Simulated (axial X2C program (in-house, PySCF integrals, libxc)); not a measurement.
**Potential curves of MgPt, two-component**

Computed with an in-house relativistic program for diatomic molecules. Two-component (2c) means X2C with spin–orbit coupling and atomic mean-field two-electron Coulomb and Gaunt terms. Basis: Pt dyall-cv3z [13s14p9d6f4g], Mg dyall-cv3z [9s8p6d3f] (cores contracted in-house); Gaussian nuclei, density fitting, unrestricted open shells. Masses: Pt 194.965 u, Mg 23.985 u.

State: Ω = 3 (⟨Sz⟩ = 1.00, ⟨Lz⟩ = 2.00 at HF). Energies in cm⁻¹ from the fragments at the same level (Pt + Mg). Fits are polynomials in 1 − R0/R over 0.85 to 1.23 times the lowest point R0.

```csv
R (Å),CCSD
2.2431,-11338
2.3171,-12473
2.3910,-13059
2.4650,-13225
2.5513,-13019
2.6376,-12500
2.7485,-11526
```

Correlated methods: 12 electrons correlated (number of frozen shells: Pt 5 s, 4 p, 2 d, 1 f; Mg 2 s, 1 p), 336 virtual spin orbitals or spinors in MP2, 90 natural virtuals in coupled cluster.

The state is one determinant whose occupation by symmetry is held fixed; it was picked as the lowest of a PBE0 search that is not exhaustive. Dissociation energies refer to the lowest single-determinant-based atoms at the same level and basis. CCSD ran in a truncated set of natural virtual spinors with an MP2 remainder; without triples it tends to underbind. With several unpaired electrons one determinant need not be a pure state. A state of lower Ω lies just above, and one determinant can place such states too high, so the state shown need not be the lowest. The search has Ω = 2 only 0.06 eV up. The lowest spin-free determinant has another configuration (M_S = 0, Λ = 0), so the order of states is uncertain and this need not be the ground state. Coupled cluster ran on the points near the minimum only. MP2 and coupled cluster on one determinant become unreliable at the stretched end.

Task: Fit the CCSD curve near its minimum: give the equilibrium distance, the harmonic wavenumber and the well depth.

Result: At CCSD, 2c: Re = 2.463 Å, ωe ≈ 305 cm⁻¹, De = 1.64 eV to Pt + Mg; Be follows as 0.13 cm⁻¹.
